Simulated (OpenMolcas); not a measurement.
An OpenMolcas run meant for Co III (ANO-RCC-VQZP, X2C; inactive shells 1s 2s 2p 3s 3p; intended active space 7 electrons in 5 orbitals (3d)). One step of its input:

```
&RASSCF
FileOrb=start.orb
Symmetry=1
Spin=4
nElAct=7 0 0
Inactive=3 6
Ras2=5 0
CIRoot=10 10 1
SDav=10
CIMx=300
Iter=86 100
PrWF=0.3
OrbListing=Nothing
MaxOrb=0
Atom
>>> COPY $Project.JobIph JOB001
```

Lines from the output:

```
--- SEWARD ---
Basis set label: CO.ANO-RCC...7S6P4D3F2G1H.

      Electronic valence basis set:
      ------------------
      Associated Effective Charge  27.000000 au
      Associated Actual Charge     27.000000 au
      Nuclear Model: Point charge

      Shell  nPrim  nBasis  Cartesian Spherical Contaminant
         s      21       7        X
         p      15       6        X
         d      10       4                 X
         f       6       3                 X
         g       4       2                 X
         h       2       1                 X
RX2C
                  Relativistic X2C integrals
                  Atomic mean-field integrals
--- RASSCF ---

 Nr of active orbitals     NAC=   5
 Spin degeneracy         ISPIN=   4
 There can be no such wave function.
 ************************************************
--- Stop Module: rasscf at  /rc=_RC_INPUT_ERROR_ ---
.####################.
.# User input error #.
.####################.
```

Problem. What is wrong with the input?

Solution. A keyword is misspelt. OpenMolcas reads the first four letters of a keyword, so the setting is refused or falls back to its default.
